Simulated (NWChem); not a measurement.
System: C$_{2}$H$_{3}$F$_{2}$NSi; SMILES N#CC[SiH](F)F

```xyz
9

N     -0.2500    -2.9717    -0.2472
C      0.2355    -1.9772     0.1049
C      0.8146    -0.7003     0.5012
Si    -0.0516     0.7532    -0.3381
F     -1.5069     0.9364     0.3019
F      0.8078     2.0613     0.0090
H      0.7475    -0.5787     1.5899
H      1.8802    -0.6783     0.2382
H     -0.1641     0.5995    -1.7991
```
Atoms are numbered in this order, from 1.

Program: NWChem. Structure relaxed at the B3LYP/6-31G* (spherical d) level.

### Question
Among these, which level gives the lowest value of “dipole (D)”?
(A) B3LYP/aug-cc-pVDZ
(B) B3LYP/cc-pVDZ
(C) B3LYP/cc-pVTZ

### Answer
B, B3LYP/cc-pVDZ. Values: B3LYP/cc-pVDZ 2.73; B3LYP/cc-pVTZ 2.96; B3LYP/aug-cc-pVDZ 2.97
